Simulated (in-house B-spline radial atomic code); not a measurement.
wB97X excitations of neutral calcium

Method: wB97X. Computed with a B-spline radial code for spherical atoms: linear response of the closed shell [Ar] 4s2 with the functional's adiabatic kernel; non-relativistic, point nucleus, no spin-orbit coupling, no double excitations, S, P, D and F terms only; shells from n = 2 respond.

Command:
```bash
python run_td.py task.json out
```
Settings (radii: box in bohr, nucleus in fm):
```
Z                        20
electrons                20
configuration            [Ar] 4s2
hamiltonian              nr
method                   wb97x
box_radius               75
intervals                58
```

Cost of the run: 0.6 s on 1 thread of Intel(R) Xeon(R) 6975P-C (Granite Rapids), with other jobs on the host.

The lowest states, in the order of their Tamm-Dancoff energies; the method's threshold (minus the highest occupied level) is 5.908 eV. Labels give the largest channel, * marks a mixed state, and oscillator strengths are full-response dipole values. Measured ¹D terms are left out, since they can mix with doubly excited terms. Semilocal kernels can invert the small singlet-triplet splittings of Rydberg terms. Energies in eV:

```csv
state,full response,Tamm-Dancoff,oscillator strength,measured (J-weighted term)
4s → 3d 3D,1.826,1.841,-,2.524
4s → 3d 1D,?,?,-,-
4s → 4p 3P,2.084,2.144,-,1.892
4s → 4p 1P,?,?,?,?
4s → 5s 3S,3.887,3.905,-,3.910
4s → 5s 1S,4.153,4.171,-,4.131
4s → 5p 3P,4.380,4.391,-,4.534
4s → 4d 3D,4.529,4.544,-,4.681
4s → 4d 1D,4.579,4.589,-,-
4s → 5p 1P,4.677,4.703,0.057,4.554
4s → 6s 3S,4.895,4.899,-,-
4s → 6s 1S,4.915,4.921,-,-
4s → 4f 3F,5.034,5.039,-,-
4s → 6p 3P,5.083,5.085,-,-
4s → 5d 1D,5.102,5.105,-,-
4s → 4f 1F,5.123,5.124,-,-
4s → 5d 3D,5.142,5.147,-,-
4s → 6p 1P,5.162,5.176,0.019,-
```

Task: Where does 4s → 3d 1D lie?

Result: At 2.087 eV in full response, 2.118 eV in Tamm-Dancoff.

Task: Where does 4s → 4p 1P lie?

Result: At 3.069 eV in full response, 3.248 eV in Tamm-Dancoff, oscillator strength 1.86; measured 2.933 eV.

Task: How large is the singlet-triplet splitting of 4s → 3d (D terms) in Tamm-Dancoff?

Result: 0.277 eV, from the unrounded values.

Task: What polarisabilities and dispersion coefficient does the method give?

Result: Dipole 153.1 bohr³, quadrupole 2868 bohr⁵, C6 2089 hartree·bohr⁶ for two such species. Recommended dipole value: 160.8 ± 4 bohr³ (Schwerdtfeger and Nagle, table of static dipole polarizabilities (2023 update)), which includes relativity and correlation.
